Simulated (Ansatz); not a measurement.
Cost and result for the atomization energy of C$_{2}$H$_{6}$GaNSi (`N[C]1=C[SiH2][GaH]1`) (11 atoms, 11 bonds).

```tsv
atom	x (Å)	y (Å)	z (Å)
N1	-0.139	1.084	-1.787
C2	-0.145	0.375	-0.634
C3	0.965	0.027	0.092
Si4	0.479	-0.900	1.627
Ga5	-1.571	-0.412	0.519
H6	-0.980	1.200	-2.320
H7	0.725	1.316	-2.249
H8	1.971	0.296	-0.243
H9	0.993	-2.299	1.732
H10	0.831	-0.243	2.922
H11	-3.129	-0.444	0.340
```

Total charge 0; spin multiplicity 1. Correlated methods include outer-core shells of Ga, which these sets cover unevenly. Scalar relativity is left out up to krypton. All single points use the PBE0-D4/def2-TZVP geometry. It is one conformer, not always the lowest. Program: Ansatz. All runs use 4 threads of an Arm Neoverse V1 on a shared host. Times are those of one run each, without the atoms' runs, and a repeat can differ threefold. Electronic energies, without spin–orbit coupling; frozen cores. CCSD(T)/CBS adds CCSD(T) − MP2 in def2-TZVPP to the MP2 limit, and its time is that of the two runs behind it. T1 = 0.014. With those shells the extrapolation isn't a true limit. B3LYP takes the VWN-RPA correlation (the form of Gaussian; ORCA's B3LYP/G).

CCSD(T)/CBS is a level of theory with its own doubt, some kJ/mol a heavy atom from the limit and from the frozen cores, so smaller differences don't rank the functionals.

| level | functions | wall time |
| --- | --- | --- |
| PBE-D4/def2-TZVPP (with forces) | 267 | 3.3 s |
| PBE0-D4/def2-TZVPP | 267 | 4.4 s |
| r2SCAN-D4/def2-TZVPP (with forces) | 267 | 7 s |
| B3LYP-D4/def2-TZVPP (with forces) | 267 | 7.5 s |
| B2PLYP/def2-TZVPP | 267 | 8 s |
| ωB97X-V/def2-TZVPP | 267 | 11 s |
| ωB97M-V/def2-TZVPP (with forces) | 267 | 17 s |
| MP2/def2-QZVPP | 510 | 34 s |
| CCSD(T)/def2-TZVPP | 267 | 4.4 min |
| CCSD(T)/CBS(def2) | – | 4.9 min |

Q: What atomization energy does each give, and how far from CCSD(T)/CBS? (Estimate.)

A: The calculation gave: 
```
                             level  atomization (kJ/mol)  difference from CCSD(T)/CBS  per bond
   PBE-D4/def2-TZVPP (with forces)                3888.8                         93.7       8.5
                PBE0-D4/def2-TZVPP                3819.8                         24.7       2.2
r2SCAN-D4/def2-TZVPP (with forces)                3812.4                         17.3       1.6
 B3LYP-D4/def2-TZVPP (with forces)                3791.4                         -3.7      -0.3
                 B2PLYP/def2-TZVPP                3747.0                        -48.1      -4.4
                ωB97X-V/def2-TZVPP                3818.4                         23.3       2.1
  ωB97M-V/def2-TZVPP (with forces)                3801.9                          6.8       0.6
                    MP2/def2-QZVPP                3810.5                         15.4       1.4
                CCSD(T)/def2-TZVPP                3692.6                       -102.5      -9.3
                 CCSD(T)/CBS(def2)                3795.1                          0.0       0.0
```

From PBE to PBE0 (25 % exact exchange), in def2-TZVPP and without D4, the atomization energy moves by −64.8 kJ/mol: exact exchange takes away binding that semilocal exchange gives to molecules. In def2-TZVPP, CCSD(T) changes the Hartree–Fock value by +1031.5 kJ/mol (the triples alone add +70.5 kJ/mol) and MP2 by +1089.0 kJ/mol; breaking electron pairs costs correlation energy, which Hartree–Fock lacks. The D4 term adds +45.8 kJ/mol with B3LYP and +23.9 kJ/mol with PBE0; it sums over pairs of atoms, weighted by their polarisabilities, and B3LYP, whose exchange is more repulsive, gets the larger term.
